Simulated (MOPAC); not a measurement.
MOPAC input (MNDO):

```
MNDO PRECISE GNORM=0.05 LET XYZ CHARGE=-1 GEO-OK AUX(PRECISION=9) THREADS=1
C2H7Si

C    -1.52198300 1   -0.72584300 1   -0.31559100 1
C    -0.68373700 1    0.51506800 1    0.00317100 1
Si    1.26310700 1    0.26784200 1    0.20426300 1
H    -1.18260200 1   -1.18469400 1   -1.24854000 1
H    -1.39726700 1   -1.48021200 1    0.46638800 1
H    -2.60174800 1   -0.52101000 1   -0.41545300 1
H    -0.83912000 1    1.27114900 1   -0.77878000 1
H    -1.05293000 1    0.97680900 1    0.92931400 1
H     1.45063200 1   -0.58308000 1   -1.07460800 1
H     1.17385600 1   -0.96410200 1    1.13651400 1
```

From the output:

```
                                                       MOPAC v23.2.5 Linux

          FINAL HEAT OF FORMATION =         15.39499 KCAL/MOL =      64.41263 KJ/MOL

          COSMO AREA              =        112.25 SQUARE ANGSTROMS
          COSMO VOLUME            =        101.25 CUBIC ANGSTROMS

          GRADIENT NORM           =          0.02942          =       0.00930 PER ATOM
          IONIZATION POTENTIAL    =          0.092825 EV
          HOMO LUMO ENERGIES (EV) =         -0.093  8.061
          NO. OF FILLED LEVELS    =         10
          MOLECULAR WEIGHT        =         59.1628         POINT GROUP:  Cs

          MOLECULAR DIMENSIONS (Angstroms)

            Atom       Atom       Distance
            H     9    H     6     4.32182
            H     8    H     4     3.09566
            H     7    H    10     3.05453

          SCF CALCULATIONS        =         29

   ATOM   CHEMICAL          X               Y               Z
  NUMBER   SYMBOL      (ANGSTROMS)     (ANGSTROMS)     (ANGSTROMS)

     1       C         -1.51397597  *  -0.70888143  *  -0.31165726  *
     2       C         -0.63497677  *   0.49315728  *   0.00548782  *
     3      Si          1.13797034  *   0.16480774  *   0.17084836  *
     4       H         -1.23323934  *  -1.18555854  *  -1.27446545  *
     5       H         -1.45243616  *  -1.48753899  *   0.47760695  *
     6       H         -2.59113007  *  -0.43061435  *  -0.39845450  *
     7       H         -0.78927272  *   1.25840184  *  -0.78925440  *
     8       H         -1.00658017  *   0.95934616  *   0.94655521  *
     9       H          1.68460842  *  -0.32554529  *  -1.01903400  *
    10       H          1.40347301  *  -0.71265225  *   1.22669179  *

                             CARTESIAN COORDINATES

   1    C       -1.513975972    -0.708881428    -0.311657255
   2    C       -0.634976774     0.493157278     0.005487817
   3   Si        1.137970339     0.164807735     0.170848361
   4    H       -1.233239343    -1.185558545    -1.274465453
   5    H       -1.452436156    -1.487538993     0.477606950
   6    H       -2.591130073    -0.430614351    -0.398454501
   7    H       -0.789272721     1.258401839    -0.789254399
   8    H       -1.006580175     0.959346157     0.946555213
   9    H        1.684608425    -0.325545285    -1.019034001
  10    H        1.403473006    -0.712652253     1.226691792

           Empirical Formula: C2 H7 Si  =    10 atoms

      MOLECULAR POINT GROUP   :   Cs

                  EIGENVALUES
 -30.68895 -19.94393 -11.36969 -10.42929  -9.48669  -8.30128  -7.88871  -5.24708
  -5.22507  -0.09282   8.06126   8.24416   8.63968   8.88234   9.08942   9.68205
  10.07608  10.25960  10.93313

              NET ATOMIC CHARGES AND DIPOLE CONTRIBUTIONS

  ATOM NO.   TYPE          CHARGE      No. of ELECS.   s-Pop       p-Pop
    1          C           0.052720        3.9473     1.22110     2.72618
    2          C          -0.123240        4.1232     1.24146     2.88178
    3         Si          -0.203658        4.2037     1.16233     3.04133
    4          H          -0.035363        1.0354     1.03536
    5          H          -0.035359        1.0354     1.03536
    6          H          -0.072268        1.0723     1.07227
    7          H          -0.044463        1.0445     1.04446
    8          H          -0.044462        1.0445     1.04446
    9          H          -0.246949        1.2469     1.24695
   10          H          -0.246958        1.2470     1.24696
 DIPOLE           X         Y         Z       TOTAL
 POINT-CHG.    -2.871     0.737    -0.233     2.973
 HYBRID        -1.819    -2.333    -0.630     3.024
 SUM           -4.690    -1.596    -0.862     5.028

          ATOMIC ORBITAL ELECTRON POPULATIONS

     Atom    s        px        py        pz
    1  C   1.22110   0.88216   0.95538   0.88864
    2  C   1.24146   1.11638   0.88898   0.87642
    3 Si   1.16233   0.83692   1.52117   0.68325
    4  H   1.03536
    5  H   1.03536
    6  H   1.07227
    7  H   1.04446
    8  H   1.04446
    9  H   1.24695
   10  H   1.24696

 **********************
 *                    *
 * JOB ENDED NORMALLY *
 *                    *
 **********************

 == MOPAC DONE ==
```

The dipole moment of an ion depends on the origin.

The geometry given is a B3LYP-D3(BJ)/def2-TZVP minimum.
